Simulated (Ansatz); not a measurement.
One change: `BOB[SiH3]` becomes `C[SiH2]OB[SiH3]`.

Ansatz, PBE0-D4/def2-TZVP geometries, multiplicity 1. Each molecule was computed in one conformer, which needn't be the lowest.

```json
{"property": "HOMO energy (PBE/def2-TZVPP) / eV", "`BOB[SiH3]`": "-6.72"}
{"property": "LUMO energy (PBE/def2-TZVPP) / eV", "`BOB[SiH3]`": "-3.02"}
{"property": "LUMO energy (B3LYP/def2-TZVPP) / eV", "`BOB[SiH3]`": "-2.18"}
{"property": "HOMO–LUMO gap (ωB97M-V/def2-TZVPP) / eV", "`BOB[SiH3]`": "10.24"}
{"property": "LUMO energy (ωB97M-V/def2-TZVPP) / eV", "`BOB[SiH3]`": "0.04"}
{"property": "HOMO energy (ωB97M-V/def2-TZVPP) / eV", "`BOB[SiH3]`": "-10.20"}
```

Give the same properties after the change, and the shifts. (An estimate is asked.)

The calculation gave: 
```csv
property,`C[SiH2]OB[SiH3]`,shift
HOMO energy (PBE/def2-TZVPP) / eV,-6.23,0.49
LUMO energy (PBE/def2-TZVPP) / eV,-2.13,0.89
LUMO energy (B3LYP/def2-TZVPP) / eV,-1.36,0.82
HOMO–LUMO gap (ωB97M-V/def2-TZVPP) / eV,10.45,0.21
LUMO energy (ωB97M-V/def2-TZVPP) / eV,0.77,0.73
HOMO energy (ωB97M-V/def2-TZVPP) / eV,-9.69,0.51
```

With PBE0 the HOMO rises by 0.51 eV and the LUMO rises by 0.80 eV, so the gap widens by about 0.29 eV. PBE moves the HOMO by 0.49 eV and ωB97M-V by 0.51 eV. The zero-point energy changes by 87.1 kJ/mol with +12 modes.

B3LYP here is the variant with VWN-RPA as its local correlation; programs differ in this.
